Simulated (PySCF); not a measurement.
# SnSF2: from structure and modes to constants

Level of theory: PySCF, PBE0, basis Sn def2-TZVP with ECP28, S def2-TZVP, F def2-TZVP (scalar-relativistic core potentials, no spin–orbit coupling, density fitting).

The singlet minimum has C2v symmetry. Masses (u): Sn 119.90220, S 31.97207, F 18.99840.

```xyz
4
charge 0 multiplicity 1, angstrom
Sn    0.0000    0.0000   -0.1180
S     0.0000    0.0000    2.0672
F     1.4121    0.0000   -1.3797
F    -1.4121    0.0000   -1.3797
```

Harmonic wavenumbers (cm⁻¹): 116.3 (b2, ×1), 129.9 (b1, ×1), 197.5 (a1, ×1), 477.4 (a1, ×1), 638.7 (b2, ×1), 664.5 (a1, ×1).

Problem. Find the vibrational entropy and heat capacity at 298.15 K.

Solution. With u = 1.43878 ω/T, each mode gives S = R[u/(eᵘ−1) − ln(1−e⁻ᵘ)] and C = R u² eᵘ/(eᵘ−1)².
```tsv
ω (cm⁻¹)	u	S (J/(mol K))	C (J/(mol K))
116.3	0.561	13.22	8.10
129.9	0.627	12.33	8.05
197.5	0.953	9.02	7.71
477.4	2.304	3.00	5.44
638.7	3.082	1.62	3.98
664.5	3.207	1.47	3.76
```
The sums over all modes are S = 40.7 and C = 37.0 J/(mol K); the softest mode gives 33 % of the entropy.

Problem. Give the standard entropy (298.15 K, 1 bar) by its translational, rotational, vibrational and spin parts, and Cp.

Solution. Sackur–Tetrode with M = 189.87 u gives 174.3; rotation with symmetry number 2 gives 106.5; vibration 40.7; spin R ln 1 = 0.0. The total is 321.5 J/(mol K), and Cp = 4 R + 37.0 = 70.3 J/(mol K).

This need not be the most stable arrangement of these atoms.
